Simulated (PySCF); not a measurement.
Al(H)(OMe)(SH), CH₅AlOS, SMILES C[O][AlH][SH], PBE0/def2-SVP optimised geometry.

```
9

Al     0.65     0.08     0.00
H      2.23     0.08     0.00
O     -0.15    -1.41     0.00
C     -1.40    -2.01     0.00
H     -2.23    -1.29     0.06
H     -1.54    -2.61    -0.92
H     -1.49    -2.71     0.86
S     -0.51     1.93     0.00
H      0.60     2.71     0.01
```

Density from PBE0/def2-TZVP (PySCF 2.14.0) at that geometry.

Minimum of the electron density along straight lines between bonded atoms, close to the bond critical point (lines longer than 1.1 times the sum of covalent radii, or with two minima, are not listed):

```
bond    length / Å  ρ at the minimum / e bohr⁻³  ∇²ρ there / e bohr⁻⁵  position (fraction from the first atom)
------  ----------  ---------------------------  --------------------  ---------------------------------------
Al1–H2       1.575                          [?]                  0.21                                     0.51
Al1–O3       1.687                        0.108                  0.83                                     0.43
O3–C4        1.387                        0.267                 -0.46                                     0.66
C4–H5        1.106                        0.276                 -0.94                                     0.64
C4–H6        1.105                        0.277                 -0.96                                     0.65
C4–H7        1.104                        0.277                 -0.96                                     0.65
Al1–S8       2.189                          [?]                  0.21                                     0.37
S8–H9        1.352                        0.208                   [?]                                     0.64
```

Task: What belongs in the gaps?

Result: 
- Al1–H2, ρ at the minimum / e bohr⁻³: 0.085
- Al1–S8, ρ at the minimum / e bohr⁻³: 0.072
- S8–H9, ∇²ρ there / e bohr⁻⁵: -0.57
